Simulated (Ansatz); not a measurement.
## Abstraction of H: C2H4Ge + OH → GeH3(CC) + H2O

Species: C2H4Ge `C#[C][GeH3]`, singlet; OH, doublet; GeH3(CC), doublet; H2O (water) `O`, singlet. A radical takes H: the energy is the difference in strength between the C–H bond broken and the O–H bond made.

Shapes, held fixed at every level: PBE0-D4/def2-TZVP. Programs: Ansatz 0.2.0. The zero-point and thermal change to 298 K, harmonic and unscaled (PBE0-D4/def2-TZVP), is +4.9 kJ/mol.

(1) Estimate ΔH(298 K) of this reaction.

Results:

(1) B2PLYP/def2-TZVPP gives ΔH(298 K) = +70.3 kJ/mol; the levels span +33.2 to +88.2. The median of the levels is +70.3. No measured value is set beside it here. Spin contamination: GeH3(CC) (⟨S²⟩ up to 1.14). Open shells run unrestricted. Relativity is left out for Ge. Outer-core shells of Ge are correlated, in sets that cover them unevenly. Times are processor times on shared x86 and Arm servers, and rough.

```
              level                    kind  ΔH(298 K) (kJ/mol)  CPU time (sum over the molecules)
        HF/def2-SVP            Hartree–Fock               +88.2                                  –
   SPW92/def2-TZVPP                     LDA               +33.2                              6.7 s
  PBE-D4/def2-TZVPP                     GGA               +54.6                               16 s
B3LYP-D4/def2-TZVPP           global hybrid               +73.3                               23 s
 PBE0-D4/def2-TZVPP           global hybrid               +67.7                               17 s
 wB97M-V/def2-TZVPP  range-separated hybrid               +74.9                               83 s
  B2PLYP/def2-TZVPP           double hybrid               +70.3                               24 s
```
